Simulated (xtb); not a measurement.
GeH3, SMILES [GeH3+], charge +1. All values are semi-empirical tight-binding results from xtb (GFN2-xTB unless named), good for trends rather than for accurate numbers. The structure is a stationary point at GFN2-xTB.

For metal compounds this method's bond lengths and energies can be far off.

```
Property                                       Value
-------------------------------------  -------------
point group as xtb finds it                      D3h
orbital gap                                  3.81 eV
zero-point energy                      10.8 kcal/mol
G − E(el) at 298.15 K (modified RRHO)  -2.2 kcal/mol
```
